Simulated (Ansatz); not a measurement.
`CN([SiH3])CF` and `CN([SiH3])[SiH2]F` differ in one atom or group.

Ansatz, PBE0-D4/def2-TZVP geometries, multiplicity 1. Each molecule was computed in one conformer, which needn't be the lowest.

```json
{"property": "LUMO energy (PBE0/def2-TZVPP) / eV", "`CN([SiH3])CF`": "0.44"}
{"property": "LUMO energy (PBE/def2-TZVPP) / eV", "`CN([SiH3])CF`": "-0.42"}
{"property": "HOMO energy (PBE/def2-TZVPP) / eV", "`CN([SiH3])CF`": "-5.92"}
{"property": "HOMO–LUMO gap (ωB97M-V/def2-TZVPP) / eV", "`CN([SiH3])CF`": "11.64"}
{"property": "HOMO–LUMO gap (PBE0/def2-TZVPP) / eV", "`CN([SiH3])CF`": "7.69"}
{"property": "size of the dipole moment (ωB97M-V/def2-TZVPP) / D", "`CN([SiH3])CF`": "1.71"}
```

Problem. Give the same properties after the change, and the shifts. (Best estimate.)

Solution. Ansatz gave: 
| property | `CN([SiH3])[SiH2]F` | shift |
| --- | --- | --- |
| LUMO energy (PBE0/def2-TZVPP) / eV | 0.21 | -0.23 |
| LUMO energy (PBE/def2-TZVPP) / eV | -0.65 | -0.23 |
| HOMO energy (PBE/def2-TZVPP) / eV | -6.27 | -0.35 |
| HOMO–LUMO gap (ωB97M-V/def2-TZVPP) / eV | 11.77 | 0.13 |
| HOMO–LUMO gap (PBE0/def2-TZVPP) / eV | 7.79 | 0.10 |
| size of the dipole moment (ωB97M-V/def2-TZVPP) / D | 1.68 | -0.03 |

With PBE0 the HOMO falls by 0.34 eV and the LUMO falls by 0.23 eV, so the gap widens by about 0.11 eV. PBE moves the HOMO by -0.35 eV and ωB97M-V by -0.33 eV. Dipoles are sizes alone; their direction can turn.
